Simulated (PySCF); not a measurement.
SMILES c1sc(cc1)-c1ccc(-c2cccs2)s1 (C₁₂H₈S₃) (GFN2-xTB optimised geometry):

```
23

C      4.758     1.641     0.000
C      4.944     0.295     0.000
S      3.457    -0.564     0.000
C      2.553     0.923     0.000
C      1.125     0.923     0.000
C      0.279     2.008     0.000
C     -1.074     1.658     0.000
C     -1.289     0.299     0.000
C     -2.538    -0.392     0.000
C     -3.803     0.143     0.000
C     -4.815    -0.832     0.000
C     -4.325    -2.100     0.000
S     -2.608    -2.132     0.000
S      0.221    -0.562     0.000
C      3.400     2.004     0.000
H      5.565     2.353     0.000
H      5.866    -0.252     0.000
H      0.628     3.025     0.000
H     -1.872     2.379     0.000
H     -3.996     1.200     0.000
H     -5.866    -0.601     0.000
H     -4.867    -3.025     0.000
H      3.057     3.023     0.000
```

Method: B3LYP/def2-SVP (PySCF).

Question: What are the frontier orbital energies and the dipole moment?

Answer: HOMO-2 -6.95 eV, HOMO-1 -6.72 eV, HOMO -5.22 eV, LUMO -1.82 eV, LUMO+1 -0.47 eV; dipole moment 1.09 D.

On the same geometry PBE/def2-SVP (PySCF) gives HOMO-2 -6.15 eV, HOMO-1 -5.95 eV, HOMO -4.64 eV, LUMO -2.37 eV, LUMO+1 -1.19 eV; dipole moment 1.08 D.

Meta-Löwdin charges at B3LYP/def2-SVP: C1 -0.12, C2 -0.23, S3 0.25, C4 -0.10, C5 -0.10, C6 -0.13, C7 -0.13, C8 -0.10, C9 -0.10, C10 -0.14, C11 -0.12, C12 -0.23, S13 0.25, S14 0.23, C15 -0.14, H16 0.11, H17 0.12, H18 0.11, H19 0.11, H20 0.11, H21 0.11, H22 0.12, H23 0.11.
